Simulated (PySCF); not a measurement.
Fill in the blanks.

Species: C9H12Si.
InChI=1S/C9H12Si/c1-4-6-9(5-2)7-8-10-3/h4H,1-2,6,10H2,3H3

Conformer (atom-mapped SMILES and torsion angles): `[CH2:1]=[C:2]=[C:3]([C:4]#[C:5][SiH2:6][CH3:7])[CH2:8][CH:9]=[CH2:10]`: C2–C3–C8–C9 -106°, C3–C8–C9–C10 112°.

```tsv
property	level	value
point group of the GFN2-xTB geometry	GFN2-xTB	C1
rotational constants A, B, C of the GFN2-xTB geometry	GFN2-xTB	?
dipole moment	PBE0/pcSseg-1	0.92 D
HOMO energy	PBE0/pcSseg-1	?
LUMO energy	PBE0/pcSseg-1	-0.87 eV
13C chemical shifts (computed TMS as zero) by class	GIAO PBE0/pcSseg-1	230.6 (1 C), 145.7 (1 C), 122.0 (1 C), 109.3 (1 C), 101.7 (1 C), 94.4 (1 C), 80.4 (1 C), 46.3 (1 C), -4.8 (1 C) ppm
1H chemical shifts (computed TMS as zero) by class	GIAO PBE0/pcSseg-1	?
isotropic shieldings of nuclei other than C and H, by class	GIAO PBE0/pcSseg-1	?
```

Gas-phase values; electronic properties from PySCF, density fitting. The structure is a single GFN2-xTB conformer in the gas phase; no vibrational or solvent corrections. NMR classes are plain means over equivalent atoms (diastereotopic ones count apart unless rotation or inversion swaps them), as if these changed places fast; in this geometry the members of some classes differ.

Task: The isotropic shieldings of nuclei other than C and H, by class?

Result: 419 (1 Si) ppm.

Task: Give the 1H chemical shifts (computed TMS as zero) by class.

Result: 6.56 (1 H), 5.38 (1 H), 5.32 (1 H), 5.21 (2 H), 4.59 (2 H), 2.86 (2 H), 0.30 (3 H) ppm.

Task: Give the rotational constants A, B, C of the GFN2-xTB geometry.

Result: 1.586, 0.488, 0.399 GHz.

Task: Give the HOMO energy.

Result: -6.81 eV.

In atomic units the dipole is 0.36 e·bohr (1 au = 2.5417 D). The rotational constants make it an asymmetric top with κ = (2B − A − C)/(A − C) = -0.85, nearer the prolate limit (−1). A dipole of 0.92 D is allowed in C1, and pure rotational transitions are dipole-allowed. With B = h/(8π²I), that is 505.379 GHz u Å² over I, the principal moments of inertia are 318.6, 1036.5 and 1268.0 u Å² (most abundant isotopes); the inertial defect Ic − Ia − Ib is -87.1 u Å² (zero for a rigid planar frame, negative otherwise).
